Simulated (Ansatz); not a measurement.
Abstraction of F: GeH2(CH3)F + SiH(SiH3)F → GeH2(CH3) + SiH(SiH3)F2

Gas-phase species: GeH2(CH3)F, singlet; SiH(SiH3)F, doublet; GeH2(CH3), doublet; SiH(SiH3)F2, singlet. A radical takes F: the energy is the difference in strength between the Ge–F bond broken and the Si–F bond made.

Shapes, held fixed at every level: PBE0-D4/def2-TZVP. Programs: Ansatz 0.2.0. The zero-point and thermal change to 298 K, harmonic and unscaled (PBE0-D4/def2-TZVP), is +0.3 kJ/mol.

Task: Estimate ΔH(298 K) of this reaction.

Result: The highest level, CCSD(T)/def2-TZVPP, gives ΔH(298 K) = -102.0 kJ/mol; the levels span -107.8 to -91.3. The column of differences is taken from that level and isn't an error. No measured value is set beside it here. Open shells run unrestricted. Relativity is left out for Ge. Outer-core shells of Ge are correlated, in sets that cover them unevenly.

| level | kind | ΔH(298 K) (kJ/mol) | less CCSD(T)/def2-TZVPP |
| --- | --- | --- | --- |
| HF/def2-SVP | Hartree–Fock | -91.3 | +10.7 |
| HF/def2-TZVPP | Hartree–Fock | -104.8 | -2.8 |
| SPW92/def2-TZVPP | LDA | -96.4 | +5.6 |
| B3LYP-D4/def2-TZVPP | global hybrid | -99.5 | +2.5 |
| PBE0-D4/def2-TZVPP | global hybrid | -95.8 | +6.2 |
| r2SCAN0-D4/def2-TZVPP | global hybrid | -101.8 | +0.2 |
| wB97M-V/def2-TZVPP | range-separated hybrid | -107.8 | -5.8 |
| CCSD(T)/def2-TZVPP | coupled cluster or CI | -102.0 | 0.0 |
